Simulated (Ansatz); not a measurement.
Computed with Ansatz on PBE0-D4/def2-TZVP structures; ΔE is electronic, products minus reactants. CCSD(T)/CBS adds triple-zeta CCSD(T) − MP2 to the extrapolated MP2 energy (def2 sets, frozen cores). Functionals use def2-TZVPP. For Ge, Mg outer-core shells are correlated without core-valence functions, which leaves a few kJ/mol of doubt a bond. Scalar relativity is left out up to krypton. Each species was taken in one conformer, which may not be the lowest.

Reaction (cleavage of the Si–Ge bond): `[OH][GeH]([SiH3])[SH]` + `[OH][Mg][SH]` → `[SiH3][O][Mg][SH]` + `[OH][GeH2][SH]`

| level | ΔE (kJ/mol) |
| --- | --- |
| PBE0-D4 | -88.1 |
| B2PLYP | -107.0 |
| PBE | -82.9 |
| MP2/def2-TZVPP | -107.7 |
| SCS-MP2/def2-TZVPP | -113.7 |
| CCSD/def2-TZVPP | -108.3 |
| CCSD(T)/def2-TZVPP | -105.1 |
| SCS-MP2/def2-QZVPP | -114.3 |

Q: What does CCSD(T)/CBS give? (An estimate is asked.)

A: Ansatz gave: -103.6 kJ/mol. The listed levels differ from it by 15.5, -3.4, 20.7, -4.1, -10.1, -4.7, -1.5, -10.7 kJ/mol.

Largest T1 diagnostic among the species: 0.012.

In def2-TZVPP, CCSD(T) changes the Hartree–Fock value by +26.1 kJ/mol (the triples alone add +3.2 kJ/mol) and MP2 by +23.5 kJ/mol. From PBE to PBE0 (25 % exact exchange), in def2-TZVPP and without D4, ΔE moves by −8.4 kJ/mol.
